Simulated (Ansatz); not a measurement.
The first iterations of a band of CH₅NOSi (9 atoms, charge 0, multiplicity 1).

These are results of Ansatz 0.2.0, RKS B3LYP/def2-SVP, not measurements.

```
movable images  : 3
climbing image  : no
spring          : 5.0 eV/Å²
optimiser       : quadratic models (default)
start path      : through a guess of the saddle point
force threshold : 0.05 eV/Å
iteration limit : 60
end points      : relaxed
```

Initial state:

```xyz
9
Properties=species:S:1:pos:R:3
N 0.491 1.371 -0.608
C 0.583 0.014 -0.518
O 1.390 -0.642 -1.156
Si -0.610 -0.942 0.672
H 1.124 1.860 -1.236
H -0.182 1.907 -0.076
H -1.383 -1.910 -0.151
H 0.231 -1.668 1.662
H -1.557 -0.035 1.394
```

Final state:

```xyz
9
Properties=species:S:1:pos:R:3
N 0.221 1.677 -0.409
C 0.375 0.416 -0.383
O 1.326 -0.157 -1.156
Si -0.581 -0.892 0.641
H 1.763 0.569 -1.640
H -0.525 1.987 0.217
H -1.251 -1.858 -0.273
H 0.360 -1.621 1.535
H -1.599 -0.167 1.452
```

| iteration | highest image above the first end (eV) | largest band force component (eV/Å) |
| --- | --- | --- |
| 1 | 3.385 | 6.658 |
| 2 | 2.245 | 2.701 |
| 3 | 1.881 | 0.906 |

Does the band converge within its limit, and where does its top end?

The forces met the threshold. It ended after 9 iterations with the highest image 1.772 eV above the first end. Neighbouring images differ by up to 1.5 eV, so the band resolves the path poorly. No image climbed, so the highest image needn't sit at the top of the path. So few images can step over the top or miss a turn of the path. The orbitals stay closed-shell, which can raise the energy where a bond breaks towards radicals; this wasn't checked here.

The run took 49 s on 2 threads of Arm Neoverse V1 (shared host), peak memory 0.16 GiB.
